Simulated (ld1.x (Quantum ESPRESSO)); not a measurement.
Results of a calculation; reference values are marked as such.
**Hardness and transferability of assorted potentials**

Generated with ld1.x 7.5 (TM, RRKJ, ultrasoft, PAW), atompaw 4.2 or ONCVPSP 4.0.1. The cutoff is in Ry: for ld1.x and atompaw files where the sum of valence levels is converged to 10 mRy in a Bessel basis, for ONCV files where the hardest occupied wave has 1 mHa per electron of residual kinetic energy. The error is the largest all-electron minus pseudo excitation energy over each file’s own four to seven test configurations (ionisations up to +4, promotions, holes and added fractions of an electron), all of which were solved. The labels leave out finer settings (local radius, basis sizes, second energies), which also bear on the numbers. Spin-polarised tests are not counted. The rows are a selection from randomly drawn settings: files with unsolved tests, undetermined cutoffs or missed reference levels are left out.

| element | potential | cutoff (Ry) | largest error (meV) | bound ghosts |
| --- | --- | --- | --- | --- |
| Li | RRKJ, PBE, scalar-relativistic, rc 2.45/4.20 (sp), local smoothed, core correction no, reference 2s0.5 2p0 | 6 | +6.1 | none |
| Be | PAW, PBE, non-relativistic, rc 2.10/3.75 (sp), local smoothed, core correction yes, reference 2s1 2p0 | 6 | -1.6 | none |
| P | RRKJ, LDA (PZ), non-relativistic, rc 1.35/1.75/1.40 (spd), local s, core correction yes, reference 3s2 3p2.5 | 35 | +206 | none |
| Cu | TM, LDA (PZ), scalar-relativistic, rc 1.55/2.30/1.35 (spd), local smoothed, core correction yes, reference 3d9 4s0 4p0 | 140 | -266 | none |
| In | RRKJ, PBE, scalar-relativistic, rc 2.35/2.85/1.60 (spd), local p, core correction no, reference 4d10 5s2 5p1 | 70 | -225 | none |

(1) Fill in the row for Ru: PAW, PBEsol, scalar-relativistic, rc 2.95/2.20/1.55 (spd), local smoothed, core correction yes, reference 4p6 4d7 5s0.5 5p0.5.

(2) Fill in the row for F: ultrasoft, PBE, scalar-relativistic, rc 0.60/1.05/1.00 (spd), local smoothed, core correction yes, reference 2s2 2p4.

(3) Fill in the row for P: TM, BLYP, non-relativistic, rc 1.35/1.25 (sp), local s, core correction yes, reference 3s2 3p3.

## Answers

(1) cutoff 45 Ry, largest error +9.6 meV, bound ghosts: none.

(2) cutoff 100 Ry, largest error -374 meV, bound ghosts: none.

(3) cutoff 70 Ry, largest error +54 meV, bound ghosts: none.
